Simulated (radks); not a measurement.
Results of a calculation; reference values are marked as such.
Problem. Ag II, 46 electrons, occupied as [Kr] 4d8 5s1 5p1 (not the ground configuration). Code: a radial shooting solver on a logarithmic mesh with Libxc functionals. Model: scalar-relativistic Kohn-Sham, PBE, spin-polarised, spherical densities, finite nucleus; open shells are filled with parallel spins first (spin-orbit coupling, left out, can overturn this in heavy ions); Fermi nuclear charge, rms radius 4.5454 fm. Some entries of the table are withheld. Estimate them.

orbital,occ.,eigenvalue (eV),<1/r> (bohr^-1)
1s up,1,-25348.55,49.43
1s down,1,-25348.51,49.43
2s up,1,-3749.364,11.23
2s down,1,-3748.947,11.23
2p up,3,-3365.127,10.85
2p down,3,-3364.797,10.85
3s up,1,-703.4148,3.945
3s down,1,-703.1751,3.944
3p up,3,-577.2349,3.757
3p down,3,-576.9630,3.757
3d up,5,-378.3237,3.531
3d down,5,-377.9260,3.531
4s up,1,-114.6918,1.521
4s down,1,-113.0159,1.523
4p up,3,-77.8817,1.371
4p down,3,-76.1311,1.375
4d up,5,(1),(2)
4d down,3,(3),(4)
5s up,1,-15.9216,0.5037
5s down,0,-13.7809,0.4996
5p up,1,(5),0.3999
5p down,0,(6),0.3924

Solution. 
(1) 4d up eigenvalue (eV): -25.1813
(2) 4d up <1/r> (bohr^-1): 1.043
(3) 4d down eigenvalue (eV): -23.2481
(4) 4d down <1/r> (bohr^-1): 1.049
(5) 5p up eigenvalue (eV): -9.6146
(6) 5p down eigenvalue (eV): -7.6084
